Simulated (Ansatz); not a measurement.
Harmonic frequencies (cm⁻¹) at PBE0-D4/def2-TZVP from Ansatz: 58, 103, 129, 236, 255, 338, 516, 608, 676, 711, 944, 971, 1037, 1216, 1258, 1406, 1448, 1492, 1500, 1560, 3029, 3039, 3074, 3090, 3110, 3571, 3663.

Each molecule was computed in one conformer, which needn't be the lowest.

Question: Which molecule is it?
A. `NC[CH2][ZnH]`
B. `C[CH2][Zn][NH2]`
C. `C[N](C)[ZnH]`
D. `C[N](C)[ZnH]`

Answer: B.
